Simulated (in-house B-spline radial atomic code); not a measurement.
B97-1 excitations of Ne IX (Ne8+)

Method: B97-1. Computed with a B-spline radial code for spherical atoms: linear response of the closed shell 1s2 with the functional's adiabatic kernel; scalar-relativistic (spin-free one-electron X2C), finite nucleus, no spin-orbit coupling, no double excitations, S, P, D and F terms only.

Command:
```bash
python run_td.py task.json out
```
Settings (radii: box in bohr, nucleus in fm):
```
Z                        10
electrons                2
configuration            1s2
hamiltonian              x2c
method                   b97_1
box_radius               11.59
rms_radius               3.0055
intervals                71
```

Time taken, with all properties: 0.2 s on 1 thread of Arm Neoverse N1, on a shared host.

The lowest states, in the order of their Tamm-Dancoff energies; the method's threshold (minus the highest occupied level) is 1149.39 eV. Labels give the largest channel, * marks a mixed state, and oscillator strengths are full-response dipole values. Semilocal kernels can invert the small singlet-triplet splittings of Rydberg terms. Energies in eV:

| state | full response | Tamm-Dancoff | oscillator strength |
| --- | --- | --- | --- |
| 1s → 2s 3S | 887.95 | 887.98 | - |
| 1s → 2s 1S | 898.50 | 898.61 | - |
| 1s → 2p 3P | 899.83 | 899.86 | - |
| 1s → 2p 1P | 906.63 | 906.66 | 0.679 |
| 1s → 3s 3S | 1039.38 | 1039.38 | - |
| 1s → 3s 1S | 1041.84 | 1041.86 | - |
| 1s → 3p 3P | 1042.91 | 1042.92 | - |
| 1s → 3p 1P | ? | ? | ? |
| 1s → 3d 3D | 1045.18 | 1045.19 | - |
| 1s → 3d 1D | 1045.78 | 1045.78 | - |
| 1s → 4s 3S | 1088.78 | 1088.78 | - |
| 1s → 4s 1S | ? | ? | - |
| 1s → 4p 3P | 1090.22 | 1090.22 | - |
| 1s → 4p 1P | 1090.92 | 1090.92 | 0.051 |
| 1s → 4d 3D | 1091.11 | 1091.11 | - |
| 1s → 4d 1D | 1091.31 | 1091.31 | - |

Problem. Where does 1s → 3p 1P lie?

Solution. At 1044.62 eV in full response, 1044.63 eV in Tamm-Dancoff, oscillator strength 0.135.

Problem. Where does 1s → 4s 1S lie?

Solution. At 1089.75 eV in full response, 1089.76 eV in Tamm-Dancoff.

Problem. How large is the singlet-triplet splitting of 1s → 2s (S terms) in Tamm-Dancoff?

Solution. 10.6 eV, from the unrounded values.

Problem. What polarisabilities and dispersion coefficient does the method give?

Solution. Dipole 0.001055 bohr³, quadrupole 4.082e-05 bohr⁵, C6 3.255e-05 hartree·bohr⁶ for two such species.
